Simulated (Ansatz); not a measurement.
Basis-set extrapolation for BClH$_{3}$NS (`NB(S)Cl`) (PBE0-D4/def2-TZVP geometry, frozen core, Ansatz). Multiplicity 1, RHF reference.

```tsv
	def2-TZVPP	def2-QZVPP
HF	-938.094250	-938.121844
MP2 correlation	-0.677367	-0.734605
CCSD(T) correlation	-0.751171	-0.806091
```

Energies in hartree. Use E(X) = E(∞) + A·exp(−7.88·√X) for Hartree–Fock and E(X) = E(∞) + B·X^(−2.97) for correlation, with X = 3 and 4.

Q: What is the CCSD(T) energy at the basis-set limit?

A: HF limit: -938.121844 + (-0.027594) × 0.13774 = -938.12564. Correlation limit: -0.806091 + (-0.054920) × 0.74074 = -0.84677. Total: -938.97241 hartree, 3.46 eV below CCSD(T)/def2-TZVPP.
